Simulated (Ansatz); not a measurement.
`C[SiH](F)P` + `[OH][SbH2]` → `P[O][SbH2]` + `C[SiH2]F` at 600 K and 1 bar (cleavage of the P–Si bond).

Calculated with Ansatz (gas phase, PBE0-D4/def2-TZVP geometries, no zero-point term in ΔE). CBS: MP2 limit from def2 TZ/QZ plus the TZ coupled-cluster correction, frozen cores. Elements past krypton have def2 core potentials. For Sb outer-core shells are correlated without core-valence functions, which leaves a few kJ/mol of doubt a bond. One conformer a species, not always the lowest.

```
     species  CCSD(T)/CBS energy (Eh)  H − E (kJ/mol)  S (J/(mol·K))
`C[SiH](F)P`               -771.55123           233.9          429.2
`[OH][SbH2]`               -316.98030           103.5          324.2
`P[O][SbH2]`               -658.51611           139.6          405.2
  `C[SiH2]F`               -430.00374           191.4          351.0
```

H − E and S are ideal-gas, rigid-rotor, harmonic terms from PBE0-D4/def2-TZVP, for one conformer and one mirror image of each species. 1 Eh = 2625.50 kJ/mol, R = 8.31446 J/(mol·K).

Task: By hand: ΔE, ΔH, ΔS and ΔG.

Result: ΔE = (-658.51611) + (-430.00374) − (-771.55123) − (-316.98030) = 0.01168 Eh = 30.7 kJ/mol. Δ(H − E) = 139.6 + 191.4 − 233.9 − 103.5 = -6.4, so ΔH = 24.3 kJ/mol. ΔS = 405.2 + 351.0 − 429.2 − 324.2 = 2.8 J/(mol·K). ΔG = 24.3 − 600 × (2.8)/1000 = 22.6 kJ/mol.

Task: By hand: the equilibrium constant, and the temperature at which ΔG would vanish if ΔH and ΔS stayed fixed.

Result: log₁₀ K = −ΔG/(RT ln 10) = -2.0. ΔG = 0 at ΔH/ΔS = 8679 K, far beyond where these terms or the molecules hold.

The number of gas molecules stays the same, so ΔS is small and ΔH decides. A doubt of 5 kJ/mol in ΔE shifts log₁₀ K by 0.4 here. Other conformers and mirror images would add mixing entropy, several J/(mol·K) or more a flexible species. Modes under 60 cm⁻¹, often nearly free rotors, make the harmonic entropy too high. These are equilibria of isolated gas molecules and say nothing of rates. Largest T1 diagnostic: 0.015 (customary marks: 0.02 for closed shells, 0.045 for open ones).
